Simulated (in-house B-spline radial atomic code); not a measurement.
Atomic self-consistent-field run: Pd. Level of theory: Dirac-Hartree-Fock, average of configuration, Fermi nucleus of rms radius 4.5318 fm, inside a hard spherical wall at 2.39 bohr; calculated with a B-spline radial code for spherical atoms.

Command:
```bash
python run_scf.py task.json out
```
Settings (nuclear radius in fm, mass in u):
```
Z                46
configuration    [Ar] 3d10 4s2 4p5 4d10 4f1
hamiltonian      dirac
method           hf
spin_polarised   False
nucleus          fermi
rms_radius       4.5318
atomic_mass      105.90348
speed_of_light   137.035999084
wall_radius      2.39
```

Output (hartree, bohr):
```
 radial grid: 59 intervals, B-splines of order 8, outer radius 2.39 bohr

 iter        energy (Eh)    residual
    1       -5036.730167    5.58e-01
    2       -5037.064181    5.89e-02
    3       -5037.085993    1.94e-02
    4       -5037.088020    6.75e-03
    5       -5037.088275    1.81e-03
    6       -5037.088298    1.18e-04
    7       -5037.088298    2.68e-05
    8       -5037.088298    6.68e-07
    9       -5037.088298    8.27e-08

 total energy                     -5037.08830
 kinetic                            5282.0240
 electron-nucleus                 -12281.2763
 electron-electron                  1962.1640

 first-order corrections (not in the total)
   Gaunt                             3.6861
   retardation                      -0.3713
   frequency dependence             -0.0274
   self-energy                       2.4872
   Uehling                          -0.3040
   Wichmann-Kroll                    0.0054

 orbital      occ     eigenvalue          <r>       <r^2>       <1/r>       r_max    small
 1s1/2      2.000      -899.0432    0.0318435  0.00137039     48.2417     0.02066  2.84e-02
 2s1/2      2.000      -133.3423     0.137738    0.022433     11.1119      0.1167  5.94e-03
 2p1/2      2.000      -123.1990      0.11724    0.016886     11.0542     0.09061  5.91e-03
 2p3/2      4.000      -117.3098     0.122167   0.0182081     10.4216     0.09474  5.69e-03
 3s1/2      2.000       -24.4740     0.377259    0.162905     3.87906      0.3411  1.66e-03
 3p1/2      2.000       -20.4182     0.370555    0.159709     3.77119      0.3285  1.60e-03
 3p3/2      4.000       -19.3606     0.381011    0.168666     3.62094       0.338  1.54e-03
 3d3/2      4.000       -12.2608     0.354878    0.150122     3.44431      0.2813  1.42e-03
 3d5/2      6.000       -12.0536     0.358303    0.152889     3.40489      0.2841  1.40e-03
 4s1/2      2.000        -2.9432     0.966891     1.05258     1.40398      0.8642  3.67e-04
 4p1/2      1.667        -1.7189      1.02923     1.19479     1.29721      0.9117  3.24e-04
 4p3/2      3.333        -1.5581      1.05234     1.24629     1.25883      0.9361  3.12e-04
 4d3/2      4.000         0.5397        1.194      1.5914     1.05594        1.09  2.33e-04
 4d5/2      6.000         0.5621      1.20028     1.60661     1.04832         1.1  2.30e-04
 4f5/2      0.429         2.4888      1.37159     2.03896    0.814344       1.435  1.51e-04
 4f7/2      0.571         2.4884      1.37256     2.04137     0.81347       1.436  1.51e-04
```

Cost of the run: 0.72 s on 1 thread of Arm Neoverse V2, on a shared host.

For the Dirac Hamiltonian the kinetic term is c α·p + (β - 1)c².
